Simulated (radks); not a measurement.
Values are calculated unless marked as measured or tabulated.
Spherical quantum dot in the effective-mass picture: electrons in a hard-walled sphere of radius 11.5, with a point charge +1 (a donor) at the centre, all in effective atomic units (hartree* = m*/eps^2 hartree, bohr* = eps/m* bohr), one dielectric constant everywhere. Level of theory: non-relativistic Kohn-Sham, LDA (Slater exchange, Perdew-Wang correlation), spin-polarised, spherical densities (a radial shooting solver with Libxc functionals). Levels are named by radial order and angular momentum (1s, 1p, 1d, 2s, ...), and open shells are averaged over m. Results are scaled to m* = 0.029 and eps = 14.6, for which hartree* = 3.702 meV and bohr* = 26.64 nm. Each electron was tried in the lowest free levels, single moves between levels near the top were tried too, and the lowest total energy was kept; such a search can miss a lower state. At N = 1 the Hartree and exchange-correlation terms need not cancel, so that row can carry a self-interaction error.

\begin{tabular}{lrrrrrr}
N & open shells & 2S & E (meV) & mu = E(N) - E(N-1) (meV) & addition energy mu(N+1) - mu(N) (meV) & rms radius (nm) \\ \hline
1 & 1s(up 1, down 0) & 1 & -1.77221 & -1.7722 & 1.651 & 49.03 \\
2 & none & 0 & -1.89293 & -0.12072 & 0.8350 & 84.86 \\
3 & 2s(up 1, down 0) & 1 & -1.17867 & 0.71427 & 0.3574 & 142.1 \\
4 & 1p(up 1, down 0) 2s(up 1, down 0) & 2 & -0.106960 & 1.0717 & 0.3616 & 165.2 \\
5 & 1p(up 3, down 0) & 3 & 1.32639 & 1.4334 & 0.3872 & 179.9 \\
6 & 1p(up 3, down 0) 2s(up 1, down 0) & 4 & 3.14691 & 1.8205 & 0.4447 & 189.0 \\
7 & 1p(up 3, down 1) 2s(up 1, down 0) & 3 & 5.41211 & 2.2652 & 0.3584 & 196.8 \\
8 & 1p(up 3, down 2) 2s(up 1, down 0) & 2 & 8.03572 & 2.6236 & 0.3649 & 202.8 \\
9 & 2s(up 1, down 0) & 1 & 11.0242 & 2.9885 & 0.4842 & 207.5 \\
10 & 1d(up 1, down 0) 2s(up 1, down 0) & 2 & 14.4969 & 3.4727 & 0.3648 & 211.6 \\
11 & 1d(up 2, down 0) 2s(up 1, down 0) & 3 & 18.3344 & 3.8375 & 0.3655 & 215.0 \\
12 & 1d(up 3, down 0) 2s(up 1, down 0) & 4 & 22.5373 & 4.2030 & 0.3658 & 217.9 \\
13 & 1d(up 4, down 0) 2s(up 1, down 0) & 5 & 27.1061 & 4.5688 & 0.3659 & 220.4 \\
14 & 1d(up 5, down 0) 2s(up 1, down 0) & 6 & 32.0408 & 4.9347 & 0.4384 & 222.6 \\
15 & 1d(up 5, down 1) 2s(up 1, down 0) & 5 & 37.4139 & 5.3731 & 0.3600 & 224.6 \\
16 & 1d(up 5, down 2) 2s(up 1, down 0) & 4 & 43.1470 & 5.7331 & 0.3609 & 226.4 \\
17 & 1d(up 5, down 3) 2s(up 1, down 0) & 3 & 49.2410 & 6.0940 & 0.3614 & 228.0 \\
18 & 1d(up 5, down 4) 2s(up 1, down 0) & 2 & 55.6963 & 6.4554 & 0.3616 & 229.5 \\
19 & 2s(up 1, down 0) & 1 & 62.5133 & 6.8170 & 0.5094 & 230.9 \\
20 & 2s(up 1, down 0) 1f(up 1, down 0) & 2 & 69.8396 & 7.3263 & 0.3592 & 232.2 \\
21 & 2s(up 1, down 0) 1f(up 2, down 0) & 3 & 77.5252 & 7.6856 & 0.3593 & 233.4 \\
22 & 2s(up 1, down 0) 1f(up 3, down 0) & 4 & 85.5701 & 8.0449 & 0.3593 & 234.6 \\
23 & 2s(up 1, down 0) 1f(up 4, down 0) & 5 & 93.9743 & 8.4042 & 0.3593 & 235.6 \\
24 & 2s(up 1, down 0) 1f(up 5, down 0) & 6 & 102.738 & 8.7635 & 0.3592 & 236.6 \\
25 & 2s(up 1, down 0) 1f(up 6, down 0) & 7 & 111.860 & 9.1227 & 0.3591 & 237.6 \\
26 & 2s(up 1, down 0) 1f(up 7, down 0) & 8 & 121.342 & 9.4819 & 0.4325 & 238.4 \\
27 & 2s(up 1, down 0) 1f(up 7, down 1) & 7 & 131.257 & 9.9143 & 0.3559 & 239.3 \\
28 & 2s(up 1, down 0) 1f(up 7, down 2) & 6 & 141.527 & 10.270 & 0.3561 & 240.0 \\
29 & 2s(up 1, down 0) 1f(up 7, down 3) & 5 & 152.153 & 10.626 & 0.3562 & 240.8 \\
30 & 2s(up 1, down 0) 1f(up 7, down 4) & 4 & 163.136 & 10.982 & 0.3563 & 241.5 \\
31 & 2s(up 1, down 0) 1f(up 7, down 5) & 3 & 174.474 & 11.339 & 0.3563 & 242.2 \\
32 & 2s(up 1, down 0) 1f(up 7, down 6) & 2 & 186.169 & 11.695 & 0.3563 & 242.8 \\
33 & 2s(up 1, down 0) & 1 & 198.221 & 12.051 & 0.5344 & 243.4 \\
34 & 2s(up 1, down 0) 1g(up 1, down 0) & 2 & 210.807 & 12.586 & 0.3547 & 244.0 \\
35 & 2s(up 1, down 0) 1g(up 2, down 0) & 3 & 223.747 & 12.940 & 0.3547 & 244.6 \\
36 & 2s(up 1, down 0) 1g(up 3, down 0) & 4 & 237.042 & 13.295 & 0.3547 & 245.2 \\
37 & 2s(up 1, down 0) 1g(up 4, down 0) & 5 & 250.692 & 13.650 & 0.3547 & 245.7 \\
38 & 2s(up 1, down 0) 1g(up 5, down 0) & 6 & 264.697 & 14.005 & 0.3546 & 246.2 \\
39 & 2s(up 1, down 0) 1g(up 6, down 0) & 7 & 279.056 & 14.359 & - & 246.7 \\
\end{tabular}

All shells are closed at N = 2 (there: 1s2); the second difference of the energy has clear peaks (12 % above both neighbours; the first and last values, which can be the largest, are not judged, and half-filled shells can peak too) at N = 6, 9, 14, 19, 26, 33.
